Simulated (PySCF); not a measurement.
# Spin states of SnAs

Unrestricted PBE0; basis Sn def2-SVP with ECP28, As def2-SVP; scalar-relativistic core potentials; PySCF 2.14. Outer shells of the fragments: Sn 4d10 5s2 5p2; As 3d10 4s2 4p3.

Followed along the bond (rough minima from three points):

| 2Ms+1 | unpaired | ⟨S²⟩ at the start | R at minimum (Å) | Te (eV) |
| --- | --- | --- | --- | --- |
| 2 | π ↑ | 0.80 | 2.45 | 0.00 |
| 2 | σ ↑ | 0.93 | 2.34 | 0.35 |
| 4 | σ ↑, π ↑↑ | 3.76 | 2.58 | 1.64 |
| 4 | π ↑↑↑ | 3.76 | none in the scan | ≤ 1.08 |
| 2 | π ↑↑↓ | 1.76 | none in the scan | ≤ 1.45 |

Solutions found at the starting distance of 2.525 Å, counted from the lowest of them; the search is not exhaustive and high or unbound solutions are not listed, so other states can lie among these:

```
2Ms+1   unpaired   term  E (eV)  ⟨S²⟩  ⟨Lz²⟩  μ (D)
    2        π ↑     ²Π    0.00  0.80   1.01  -1.93
    2        σ ↑    ²Σ⁺    0.56  0.93   0.00  -2.23
    4      π ↑↑↑     ⁴Π    1.23  3.76   1.00  -0.26
    2      π ↑↑↓  mixed    1.61  1.76   3.02  -0.26
    4  σ ↑, π ↑↑  mixed    1.62  3.76   2.01  -1.15
    4  σ ↑, π ↑↑  mixed    2.05  3.76   2.00  -1.52
```

A term symbol is given only where ⟨S²⟩ and ⟨Lz²⟩ are close to those of a pure state; real π, δ and φ orbitals otherwise mix terms. A positive dipole means Sn(−)As(+).

Question: Compare the gap between the two lowest followed solutions at the starting distance with the gap between their minima.

Answer: At PBE0 the second solution (doublet, unpaired electrons σ ↑) lies +0.56 eV from the first (doublet, unpaired electrons π ↑) at 2.525 Å and +0.35 eV at the minima; the two curves relax by different amounts, since their minima lie near 2.34 and 2.45 Å.

Spin–orbit coupling is left out. Counting both spins, an empty level lies below a filled one in some of these solutions, because spin and occupation are held.
